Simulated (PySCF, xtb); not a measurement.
Zr(OH)3 (H₃O₃Zr), SMILES [OH][Zr+]([OH])[OH], charge +1, multiplicity 1.

GFN2-xTB (xtb 6.7.1) at its own geometry gives an orbital gap of 3.53 eV.

Geometry: B3LYP-D3(BJ)/def2-SVP. The spin state was assumed, not searched. The isomer is the one that the SMILES or the coordinates give; other isomers of the formula were not compared. The def2 effective core potentials stand for the cores of Zr; spin–orbit coupling is left out. Other conformers were not sampled.

What does r2SCAN/def2-TZVPD (PySCF) give? (An estimate is asked for; the answer gives what the named calculation found.)

gap 4.81 eV (levels -13.05 and -8.24 eV).
